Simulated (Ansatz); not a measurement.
System: C$_{4}$H$_{12}$Sn, charge 0, multiplicity 1. 
Coordinates optimised at B3LYP-D3(BJ)/def2-TZVP (Ansatz, a first-principles code):
```xyz
17

C     -0.3064    -1.5266    -1.5051
Sn     0.0000     0.0000     0.0000
C     -0.0960     1.9556    -0.9254
C     -1.5408    -0.1589     1.5135
C      1.9432    -0.2701     0.9170
H     -1.2820    -1.4016    -1.9747
H     -0.2604    -2.5167    -1.0517
H      0.4634    -1.4574    -2.2735
H      0.0569     2.7336    -0.1776
H     -1.0701     2.1041    -1.3910
H      0.6753     2.0484    -1.6898
H     -2.5247    -0.0246     1.0643
H     -1.5032    -1.1396     1.9873
H     -1.3977     0.6049     2.2777
H      2.0044    -1.2516     1.3868
H      2.7282    -0.1924     0.1650
H      2.1098     0.4929     1.6773
```

Basis-set convergence of Hartree-Fock and MP2 correlation energies (hartree) with Ansatz. Correlated levels leave the core frozen unless marked. Spin-orbit coupling is left out. The frozen core is the preceding noble-gas configuration, with the filled d and f shells of earlier blocks. Past Kr the def2 sets carry scalar-relativistic core potentials.

```json
[
 {"basis": "def2-SVP", "functions": "142", "E(HF)": "-371.67786", "E(corr, MP2)": "-0.67743"},
 {"basis": "def2-TZVPP", "functions": "342", "E(HF)": "-371.86773", "E(corr, MP2)": "-0.83556"},
 {"basis": "def2-QZVPP", "functions": "670", "E(HF)": "-371.87733", "E(corr, MP2)": "-0.88781"}
]
```

Extrapolating the two largest sets (X = 3 and 4) as X^-3: E(corr) = (64·(-0.88781) - 27·(-0.83556))/37 = -0.9259 Eh, an estimate of the basis-set limit. The largest set recovers 95.9 % of it, the smallest 73.2 %.
